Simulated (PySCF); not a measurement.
Job file and geometry (Å, from GFN2-xTB) of an NMR shielding run on `[SiH3]/C=C\S[SiH2]Cl`, C2H7ClSSi2, GIAO PBE0/pcSseg-1 NMR shielding, non-relativistic, gas phase (PySCF); density fitting, a coarse starting grid and PySCF grid level 2 are the driver's defaults:

```
$ OMP_NUM_THREADS=1 python probes_run.py task.json out

{"job": {"kind": "nmr", "xc": "PBE0", "basis": "pcSseg-1"}, "charge": 0, "multiplicity": 1}
Si    -2.530015    -0.610704     0.270869
C     -1.348648     0.850025     0.165804
C     -0.053666     0.756414    -0.104419
S      0.749389    -0.778139    -0.431065
Si     2.809748    -0.176688    -0.251515
Cl     3.930078    -1.791624    -0.608297
H     -3.757425    -0.112221     0.898669
H     -1.943065    -1.670847     1.088013
H     -2.822058    -1.102101    -1.076753
H     -1.738174     1.846117     0.332490
H      0.604738     1.612438    -0.159086
H      3.027601     0.319165     1.100980
H      3.067109     0.858651    -1.243416
```

Task: What does the program print?

Result: 
```
coarse grid: 13008 points
cycle   1  E = -1517.0557187588  dE =  4.947e-01  |g| = 3.830e-01  |ddm| = 3.407e+00
cycle   2  E = -1517.0282573317  dE =  2.746e-02  |g| = 4.967e-01  |ddm| = 9.823e-01
cycle   3  E = -1517.0942840124  dE = -6.603e-02  |g| = 7.871e-02  |ddm| = 6.095e-01
cycle   4  E = -1517.0957109293  dE = -1.427e-03  |g| = 3.611e-02  |ddm| = 1.115e-01
cycle   5  E = -1517.0960362174  dE = -3.253e-04  |g| = 7.355e-03  |ddm| = 3.899e-02
cycle   6  E = -1517.0960501775  dE = -1.396e-05  |g| = 2.492e-03  |ddm| = 1.221e-02
cycle   7  E = -1517.0960516558  dE = -1.478e-06  |g| = 7.122e-04  |ddm| = 3.535e-03
final grid: 107368 points
cycle   8  E = -1517.1315798874  dE = -1.936e-05  |g| = 5.888e-03  |ddm| = 2.052e-02
cycle   9  E = -1517.1315738026  dE =  6.085e-06  |g| = 7.188e-03  |ddm| = 1.263e-02
cycle  10  E = -1517.1315871828  dE = -1.338e-05  |g| = 8.245e-04  |ddm| = 8.557e-03
cycle  11  E = -1517.1315873680  dE = -1.852e-07  |g| = 1.807e-04  |ddm| = 1.311e-03
cycle  12  E = -1517.1315873756  dE = -7.582e-09  |g| = 7.070e-05  |ddm| = 2.307e-04
cycle  13  E = -1517.1315873768  dE = -1.219e-09  |g| = 1.904e-05  |ddm| = 7.936e-05
cycle  14  E = -1517.1315873769  dE = -9.595e-11  |g| = 4.612e-06  |ddm| = 2.657e-05
converged SCF energy = -1517.1315873769

GIAO shielding tensors (ppm)
atom      isotropic    diamagn.    paramagn.     s11        s22        s33       span
  0 Si     438.785     879.962    -441.177    422.837    426.481    467.038     44.200
  1 C       60.259     257.703    -197.443    -53.426     60.668    173.535    226.961
  2 C       42.467     262.425    -219.958    -74.326     51.497    150.229    224.555
  3 S      558.990    1060.412    -501.422    344.354    526.521    806.096    461.742
  4 Si     354.512     877.808    -523.296    319.650    342.343    401.544     81.894
  5 Cl    1000.133    1147.195    -147.063    949.885    992.772   1057.741    107.857
  6 H       27.713      28.399      -0.686     24.360     25.650     33.130      8.769
  7 H       27.320      29.177      -1.858     23.510     27.452     30.997      7.487
  8 H       27.528      28.748      -1.221     24.000     26.073     32.510      8.510
  9 H       25.458      31.108      -5.650     23.575     24.281     28.517      4.942
 10 H       25.082      33.682      -8.600     20.907     24.884     29.454      8.547
 11 H       25.990      28.378      -2.388     21.576     25.108     31.286      9.710
 12 H       25.886      28.156      -2.270     21.606     24.867     31.184      9.577
```

Task: Turn these shieldings into chemical shifts. Shifts are taken against calculated references (same method and geometry level): TMS for ²⁹Si (σref 349.16) and ¹³C (σref 186.93) and ¹H (σref 31.72); CS2 for ³³S (σref 503.73); ³⁵Cl (σref 949.78) vs HCl.

Result: Averaging equivalent atoms: Si 4: -5.4; Si 0: -89.6; C 2: 144.5; C 1: 126.7; S 3: -55; Cl 5: -50; H 10: 6.64; H 9: 6.26; H 11/12: 5.78; H 6/7/8: 4.20 ppm. 

Size and cost of the density-fitted run: 165 basis functions, 39 s wall time on 1 thread of an Arm Neoverse N1, shared host; peak memory 0.74 GiB.
